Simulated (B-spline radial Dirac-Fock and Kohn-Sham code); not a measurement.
Method: Dirac-Fock (average of configuration) total-energy differences with a finite nucleus, the Breit interaction including its frequency dependence, and self-energy and vacuum-polarisation corrections. Computed with a radial B-spline solver. Correlation and solid-state effects are left out.

**Question.** Identify the element and charge state from the binding energies below (tabulated ground configuration; the least bound level is included).

```
level  binding energy (eV)
   L2               3719.8
   M2                795.5
   M3                764.0
   M5                556.2
   N1                273.5
   N3                225.2
 N4,5                165.3
```

**Answer.** Ag⁹⁺: Z = 47 with 38 electrons, [Kr] 4d2.
